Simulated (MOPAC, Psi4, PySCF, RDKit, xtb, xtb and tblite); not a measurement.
Conformational energy of SMILES COc1ccc(-c2ccco2)s1. Scanned: dihedral S12–C6–C7–O11; all other coordinates were relaxed at GFN2-xTB. Points at φ and −φ are mirror images.

Geometry of the scan point at -120° (Å):
```
20

C     -3.9032    -0.4819    -0.6251
O     -3.4469     0.4954     0.2801
C     -2.1170     0.6489     0.3904
C     -1.4930     1.5376     1.2151
C     -0.0889     1.4773     1.1111
C      0.3589     0.5747     0.1944
C      1.7211     0.1901    -0.1035
C      2.3776     0.0616    -1.2984
C      3.6719    -0.4152    -0.9889
C      3.7033    -0.5585     0.3635
O      2.5285    -0.2069     0.9087
S     -0.9745    -0.2867    -0.5325
H     -4.9897    -0.4612    -0.5720
H     -3.5360    -1.4759    -0.3488
H     -3.5762    -0.2560    -1.6454
H     -2.0274     2.2041     1.8651
H      0.5753     2.1003     1.6826
H      1.9852     0.2942    -2.2672
H      4.4640    -0.6226    -1.6786
H      4.4729    -0.8898     1.0323
```

GFN2-xTB (xtb and tblite); MMFF94 // GFN2-xTB (RDKit); PBE0/def2-SVP // GFN2-xTB (Psi4); PBE0-D3(BJ)/def2-SVP // GFN2-xTB (Psi4); PBE/def2-SVP // GFN2-xTB (Psi4); PBE-D3(BJ)/def2-SVP // GFN2-xTB (Psi4); UFF // GFN2-xTB (RDKit); AM1, restricted, heats of formation // GFN2-xTB (MOPAC); PM7, restricted, heats of formation // GFN2-xTB (MOPAC); GFN1-xTB // GFN2-xTB (xtb); RKS-B3LYP/6-31G* = restricted B3LYP/6-31G*, spherical d, density fitting // GFN2-xTB in PySCF; RKS-BP86/6-31G* = restricted BP86/6-31G*, spherical d, density fitting // GFN2-xTB in PySCF; RHF/3-21G = restricted Hartree-Fock/3-21G, density fitting // GFN2-xTB (PySCF 2.14.0); RKS-B3LYP/3-21G = restricted B3LYP/3-21G, density fitting // GFN2-xTB (PySCF 2.14.0).

Least-squares fit of E(φ) = a0 + Σ (a_n cos nφ + b_n sin nφ), n = 1 to 4, to the 24 scan points, in kcal/mol above the lowest point of each profile (levels whose profile four harmonics don't fit are not listed):

```csv
method,a0,a1,b1,a2,b2,a3,b3,a4,b4,rms of fit
GFN2-xTB,2.73,0.18,0.00,-2.62,0.00,0.09,0.00,0.18,0.00,0.02
MMFF94,2.81,0.52,0.00,-2.45,0.00,0.12,0.00,0.30,0.00,0.01
PBE0/def2-SVP,1.74,-0.07,0.00,-1.90,0.00,0.13,0.00,0.25,0.00,0.03
PBE0-D3(BJ)/def2-SVP,1.79,-0.06,0.00,-1.95,0.00,0.13,0.00,0.26,0.00,0.03
PBE/def2-SVP,1.93,-0.08,0.00,-2.14,0.00,0.10,0.00,0.27,0.00,0.04
PBE-D3(BJ)/def2-SVP,2.00,-0.06,0.00,-2.20,0.00,0.10,0.00,0.28,0.00,0.04
UFF,3.55,-0.38,0.00,-4.06,0.00,0.36,0.00,0.61,0.00,0.09
AM1,1.42,0.44,0.00,-0.97,0.00,0.05,0.00,0.03,0.00,0.03
PM7,0.63,0.07,0.00,-0.66,0.00,-0.05,0.00,0.03,0.00,0.03
GFN1-xTB,2.80,-0.02,0.00,-2.87,0.00,0.12,0.00,0.17,0.00,0.02
RKS-B3LYP/6-31G*,1.57,-0.16,0.00,-1.77,0.00,0.12,0.00,0.26,0.00,0.03
RKS-BP86/6-31G*,1.71,-0.17,0.00,-1.89,0.00,0.10,0.00,0.28,0.00,0.03
RHF/3-21G,2.19,-0.14,0.00,-2.14,0.00,0.27,0.00,0.07,0.00,0.02
RKS-B3LYP/3-21G,2.63,-0.29,0.00,-2.59,0.00,0.17,0.00,0.13,0.00,0.03
```
